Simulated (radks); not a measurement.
Initial-state core-level shifts of neutral ruthenium when its valence configuration changes from [Kr] 4d7 5s1. All-electron calculation, scalar-relativistic Kohn-Sham, LDA (Slater exchange, Perdew-Wang correlation), spin-unpolarised, spherical densities, finite nucleus; Fermi nuclear charge, rms radius 4.4809 fm. Program: a radial shooting solver on a logarithmic mesh with Libxc functionals. Shifts are changes of the shell-averaged eigenvalues in eV (positive: less bound); the change of the density at the nucleus, which sets a Mossbauer isomer shift, is in e/bohr^3, on a base of 1.12e+05.

| valence | 1s | 2s | 3d | 4p | density at nucleus |
|---|---|---|---|---|---|
| 4d6.5 5s1.5 | -1.617 | -1.719 | -1.699 | -1.506 | +8.97 |
| 4d6.5 5s1 5p0.5 | -2.429 | -2.508 | -2.497 | -2.328 | +2.27 |
| 4d5 5s1 5p2 | -10.211 | -10.654 | -10.532 | -9.447 | +10.82 |
| 4d6 5s1 5p1 | -4.933 | -5.113 | -5.078 | -4.671 | +4.86 |
| 4d6 5s2 | -3.388 | -3.606 | -3.556 | -3.123 | +19.26 |
| 4d6 5p2 | -6.293 | -6.438 | -6.419 | -6.031 | -11.65 |
| 4d5 5p3 | -11.461 | -11.883 | -11.773 | -10.676 | -8.78 |
| 4d7 5p1 | -1.570 | -1.519 | -1.538 | -1.600 | -13.57 |
| 4d4 5p4 | -17.030 | -17.803 | -17.544 | -15.474 | -4.99 |
